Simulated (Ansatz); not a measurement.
Consider the ligand exchange at a Ge–O bond: `Cl[SiH](Cl)[O][GeH3]` + HCl → `[Cl][GeH3]` + `O[SiH](Cl)Cl`.

Gas-phase electronic energies from Ansatz, PBE0-D4/def2-TZVP geometries. CCSD(T)/CBS adds triple-zeta CCSD(T) − MP2 to the extrapolated MP2 energy (def2 sets, frozen cores). This one scheme is used for every species. DFT in def2-TZVPP. For Ge outer-core shells are correlated without core-valence functions, which leaves a few kJ/mol of doubt a bond. Scalar relativity is left out up to krypton. Each species was taken in one conformer, which may not be the lowest.

Problem. Is it downhill or uphill in electronic energy at CCSD(T)/CBS, and by how much? (An estimate is asked.)

Solution. Computed: Downhill: ΔE = -0.26 eV.

Problem. What do these levels give: PBE0-D4, B2PLYP, PBE-QIDH, PBE, BLYP, PBE0, LC-ωPBE, HF/def2-SVP, CCSD/def2-SVP, CCSD(T)/def2-SVP, MP2/def2-TZVPP, SCS-MP2/def2-TZVPP? (Best estimate.)

Solution. Ansatz gave: PBE0-D4 -0.36, B2PLYP -0.31, PBE-QIDH -0.33, PBE -0.41, BLYP -0.37, PBE0 -0.41, LC-ωPBE -0.34, HF/def2-SVP -0.28, CCSD/def2-SVP -0.18, CCSD(T)/def2-SVP -0.16, MP2/def2-TZVPP -0.25, SCS-MP2/def2-TZVPP -0.23 eV.

Largest T1 diagnostic among the species: 0.011.

Leaving LDA and LC-ωPBE aside and taking each functional with its dispersion term where it has one, the values, not all of them listed here, spread over 0.10 eV, from HSE06-D4 to CAM-B3LYP-D4. LDA lies +0.05 eV from PBE without D4. The D4 term adds +0.09 eV with B3LYP and +0.05 eV with PBE0; it sums over pairs of atoms, weighted by their polarisabilities, and B3LYP, whose exchange is more repulsive, gets the larger term.

B3LYP here is the variant with VWN-RPA as its local correlation; programs differ in this.
